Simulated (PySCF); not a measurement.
## Telling isomers of C4H4FNO2 apart by NMR

All values are calculated (PySCF 2.14.0 with density-fitted response routines): σ from GIAO-PBE0/pcSseg-1, GFN2-xTB geometry. No relativistic terms, single conformer, averaged over atoms made equivalent by symmetry, fast rotation or ring inversion, isolated molecule.

References, each an isolated molecule treated in the same way: TMS for ¹H, ¹³C. Splittings of carbon signals by F and P are missing where no couplings were computed. Where no couplings were computed, multiplicities follow the n + 1 count of equivalent neighbours, and m marks all less simple cases (inequivalent or close neighbours, rings, F or P nearby). Acid and N–H amide carbonyl carbons lie up to 10 ppm further downfield in solution (hydrogen bonding). Shifts are as computed. Against solution values, carbons near 30 ppm lie about +3 ppm off and those near 130 ppm about +5 ppm. Of 1211 compounds with measured shifts, 218 miss one by over three times the rms of a fit or turn the order of signals round; such compounds aren't used in these exercises. OH and NH positions are gas-phase values without hydrogen bonding to other molecules.

(1) Tabulate the signals of `O=CC(=O)N/C=C/F`, `COc1conc1F`, `O=CC(=O)N/C=C\F`, `C=N/C(F)=C/OC=O` and their relative energies.

(2) What is the quickest way to tell COc1conc1F from O=CC(=O)N/C=C\F?

(3) What is the quickest way to tell O=CC(=O)N/C=C/F from O=CC(=O)N/C=C\F?

(4) What is the quickest way to tell O=CC(=O)N/C=C/F from COc1conc1F?

Results:

(1) 
```tsv
SMILES	carbon types	δC	δH	E rel. (kcal/mol)
O=CC(=O)N/C=C/F	1×C 3×CH	197.5, 157.7, 151.7, 118.2	9.37 (s, 1H), 7.59 (br, 1H), 7.49 (m, 1H), 7.32 (m, 1H)	3.0
COc1conc1F	2×C 1×CH 1×CH3	174.1, 145.7, 142.9, 59.6	7.96 (m, 1H), 3.92 (s, 3H)	42.1
O=CC(=O)N/C=C\F	1×C 3×CH	197.3, 157.4, 147.5, 112.8	9.42 (s, 1H), 8.33 (br, 1H), 6.76 (m, 1H), 6.68 (m, 1H)	0.0
C=N/C(F)=C/OC=O	1×C 2×CH 1×CH2	160.7, 157.8, 153.2, 129.1	8.15 (s, 1H), 7.96 (m, 1H), 7.84 (m, 1H), 7.26 (m, 1H)	16.7
```

Energies are electronic energies at PBE0/pcSseg-1 on these geometries, without zero-point or thermal terms, each for the one conformer computed, which needn't be the lowest.

(2) Both give the same number of carbon signals, but DEPT or the intensities differ. The first has a methyl carbon bonded to O (CH3) at 59.6 ppm, the second an aldehyde carbonyl carbon (CH) at 197.3 ppm. Their most deshielded carbons lie at 174.1 and 197.3 ppm. In the proton spectra the most deshielded non-exchanging signals are 7.96 (m, 1H) and 9.42 (s, 1H).

(3) Both give the same number of carbon signals, with the same numbers of each carbon type, so the positions decide. The first has an alkene carbon bearing nitrogen (CH) at 118.2 ppm, the second an alkene carbon bearing nitrogen (CH) at 112.8 ppm. Their most deshielded carbons lie at 197.5 and 197.3 ppm.

(4) Both give the same number of carbon signals, but DEPT or the intensities differ. The first has an aldehyde carbonyl carbon (CH) at 197.5 ppm, the second a methyl carbon bonded to O (CH3) at 59.6 ppm. Their most deshielded carbons lie at 197.5 and 174.1 ppm. In the proton spectra the most deshielded non-exchanging signals are 9.37 (s, 1H) and 7.96 (m, 1H).
